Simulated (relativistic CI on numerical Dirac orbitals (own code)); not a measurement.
## Cr⁴⁺ in a cubic cluster: 3s photoemission with charge transfer

Computed with a charge-transfer multiplet model of a cubic metal-ligand cluster with up to 2 ligand holes, Slater and spin-orbit integrals from Dirac-Coulomb-Breit ions, Slater integrals scaled by 0.8. The ground state mixes d2 with configurations of k ligand holes L, whose averages lie at kΔ + k(k − 1)U_dd/2; a core hole lowers each added d electron by U_cd. 20 K, Lorentzian 1.4 eV and Gaussian 0.8 eV FWHM.

Atomic integrals in eV (Slater integrals scaled, ζ unscaled), ground: F2dd 9.377, F4dd 5.906, zeta_d 0.039; with the core hole: F2dd 10.119, F4dd 6.404, zeta_d 0.045, G2cd 9.849.

Cluster parameters (eV): Δ = -0.2, U_dd = 6.5, U_cd = 7.9, 10Dq = 1.3, 10Dq(ligand) = 0.5, final-state hopping factor = 1.

```
                              Case   n_d    d2   d3L  d4L2     S
V(eg) = 3.75 eV, V(t2g) = -1.75 eV  2.93  0.26  0.55  0.19  1.00
V(eg) = 4.35 eV, V(t2g) = -2.03 eV  2.95  0.25  0.55  0.20  1.00
V(eg) = 4.65 eV, V(t2g) = -2.17 eV  2.96  0.25  0.55  0.21  1.00
```

Weights, n_d and S are thermal averages at 20 K. Binding energies count from the first peak over 30 % of the highest in each spectrum, which can be another peak from case to case. The parameters are a model scan and need not match a compound or its usual spin state. Peaks in eV (height, largest 100):
- V(eg) = 3.75 eV, V(t2g) = -1.75 eV: 0.0 (100), 5.7 (42), 17.7 (8), 24.2 (5)
- V(eg) = 4.35 eV, V(t2g) = -2.03 eV: 0.0 (100), 5.7 (44), 19.9 (7)
- V(eg) = 4.65 eV, V(t2g) = -2.17 eV: 0.0 (100), 5.7 (46), 20.9 (6)

Curve for V(eg) = 4.65 eV, V(t2g) = -2.17 eV (points under 2 left out, the grid thinned):

(E (eV), Intensity): (-3.3, 5.8), (-2.7, 8.4), (-2.2, 12.5), (-1.7, 20.1), (-1.1, 41.1), (-0.5, 81.8), (0.0, 100.0), (0.5, 74.9), (1.1, 37.2), (1.7, 19.8), (2.2, 14.1), (2.7, 12.1), (3.3, 12.3), (3.9, 14.1), (4.4, 18.1), (4.9, 28.3), (5.5, 44.2), (6.1, 39.0), (6.6, 25.4), (7.1, 18.0), (7.7, 15.2), (8.3, 13.4), (8.8, 11.2), (9.3, 9.1), (9.9, 7.6), (10.5, 6.8), (11.0, 5.7), (11.5, 4.7), (12.1, 4.0), (12.7, 3.7), (13.2, 3.3), (13.7, 2.8), (14.3, 2.1), (19.3, 2.5), (19.8, 3.4), (20.3, 4.9), (20.9, 6.2), (21.5, 4.6), (22.0, 2.9), (25.3, 2.0), (25.9, 2.4), (26.5, 2.8), (27.0, 2.9), (27.5, 2.8), (28.1, 2.0)

For the case V(eg) = 3.75 eV, V(t2g) = -1.75 eV, Δ = -0.2 eV is smaller than U_dd = 6.5 eV, the charge-transfer side of the Zaanen-Sawatzky-Allen scheme (negative Δ: between configuration averages a ligand hole costs less than the nominal valence; multiplet and field energies can change this for the lowest states). With the core hole the average of the configuration with one ligand hole lies at Δ − U_cd = -8.1 eV before mixing: the effective hopping of about 7.6 eV (from the holes of the mixed ground state) is comparable with this gap or larger, so the configurations mix strongly.

With at most 2 ligand holes the space is cut while the next configuration still counts, so covalency is underestimated, and a final configuration with one more ligand hole, which can lie low, is missing from the spectra.

Without intra-shell correlation the exchange splitting of the 3s hole comes out too large.
